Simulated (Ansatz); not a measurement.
Steps of a relaxation of C$_{3}$H$_{6}$Sn (`C1=[CH][SnH2][CH2]1`) with RKS PBE0-D4/def2-TZVP.

```sh
$ ansatz run in.yaml --threads 4 --pin off --events-out ev --progress --plain --max-ram 10444MiB
```

```yaml
crystal:
  periodic: [false, false, false]
  atoms:
    - {symbol: C, position_ang: [-0.726864, 0.956945, 0.010752]}
    - {symbol: C, position_ang: [-1.299366, -0.218268, 0.375212]}
    - {symbol: Sn, position_ang: [0.550309, -1.318086, 0.103593]}
    - {symbol: C, position_ang: [0.743660, 0.850438, -0.345157]}
    - {symbol: H, position_ang: [-1.267301, 1.926556, -0.031619]}
    - {symbol: H, position_ang: [-2.349201, -0.368783, 0.672021]}
    - {symbol: H, position_ang: [0.665912, -2.455855, -1.200807]}
    - {symbol: H, position_ang: [1.359652, -1.960932, 1.496966]}
    - {symbol: H, position_ang: [0.983912, 1.111393, -1.396973]}
    - {symbol: H, position_ang: [1.422287, 1.425392, 0.319011]}
basis:
  gaussian: {orbitals: def2-TZVP}
hamiltonian: {xc: pbe0, dispersion: d4}
relax: {f_tol: 0.005, max_steps: 150}
```

Positions (Å) and forces (eV/Å) along the path, 5 of 5 steps:

```xyz
10
step=1 energy=-9035.7219 eV
C    -0.727    0.957    0.011   -0.436   -0.439    0.194
C    -1.299   -0.218    0.375    0.338    0.554   -0.189
Sn    0.550   -1.318    0.104   -0.221    0.453   -0.027
C     0.744    0.850   -0.345    0.178   -0.040   -0.039
H    -1.267    1.927   -0.032    0.292   -0.528    0.025
H    -2.349   -0.369    0.672    0.557    0.119   -0.166
H     0.666   -2.456   -1.201   -0.021    0.201    0.240
H     1.360   -1.961    1.497   -0.150    0.111   -0.254
H     0.984    1.111   -1.397   -0.158   -0.140    0.533
H     1.422    1.425    0.319   -0.379   -0.293   -0.318
10
step=2 energy=-9035.7773 eV
C    -0.718    0.938    0.012   -0.218    0.077    0.042
C    -1.282   -0.225    0.372   -0.083    0.157   -0.010
Sn    0.540   -1.283    0.100   -0.022   -0.031    0.010
C     0.745    0.829   -0.342    0.111    0.181   -0.059
H    -1.252    1.896   -0.028    0.092   -0.135    0.001
H    -2.320   -0.372    0.664    0.155    0.050   -0.047
H     0.654   -2.403   -1.168    0.014   -0.133   -0.176
H     1.328   -1.920    1.459    0.106   -0.067    0.183
H     0.977    1.088   -1.382   -0.044   -0.025    0.158
H     1.411    1.401    0.316   -0.109   -0.073   -0.102
10
step=3 energy=-9035.7842 eV
C    -0.720    0.942    0.012   -0.022   -0.037    0.012
C    -1.281   -0.220    0.370   -0.015    0.009    0.004
Sn    0.540   -1.293    0.101   -0.008    0.012    0.000
C     0.742    0.829   -0.341    0.024    0.060   -0.018
H    -1.251    1.896   -0.028    0.015   -0.009   -0.002
H    -2.315   -0.363    0.662   -0.006    0.002    0.000
H     0.655   -2.412   -1.187    0.005   -0.011    0.004
H     1.338   -1.923    1.477    0.003   -0.012   -0.002
H     0.972    1.091   -1.376    0.002   -0.008    0.001
H     1.403    1.401    0.313    0.002   -0.008    0.001
10
step=4 energy=-9035.7844 eV
C    -0.721    0.942    0.013   -0.006   -0.015    0.003
C    -1.282   -0.219    0.371    0.008    0.004   -0.005
Sn    0.540   -1.291    0.101    0.003   -0.004   -0.001
C     0.742    0.832   -0.342    0.004    0.008    0.001
H    -1.251    1.896   -0.027    0.002    0.004   -0.002
H    -2.317   -0.362    0.661    0.000    0.002    0.002
H     0.658   -2.417   -1.182   -0.003    0.003    0.000
H     1.339   -1.929    1.473   -0.003    0.004    0.000
H     0.971    1.093   -1.377   -0.003   -0.004    0.000
H     1.404    1.403    0.313   -0.002   -0.002    0.002
10
step=5 energy=-9035.7844 eV
C    -0.721    0.942    0.012   -0.004   -0.003    0.005
C    -1.282   -0.220    0.370    0.003    0.001    0.000
Sn    0.540   -1.291    0.101    0.002   -0.002    0.001
C     0.742    0.832   -0.341    0.001    0.002   -0.004
H    -1.251    1.896   -0.028    0.001    0.002   -0.001
H    -2.316   -0.362    0.662   -0.001    0.001   -0.002
H     0.657   -2.416   -1.183    0.000    0.001    0.001
H     1.338   -1.927    1.474   -0.001    0.000    0.000
H     0.972    1.092   -1.377   -0.001    0.000    0.000
H     1.404    1.403    0.314   -0.002   -0.002    0.001
```

It took 15 s on 4 threads of an Arm Neoverse V2 on a shared host, with 0.44 GiB of host memory at the peak.
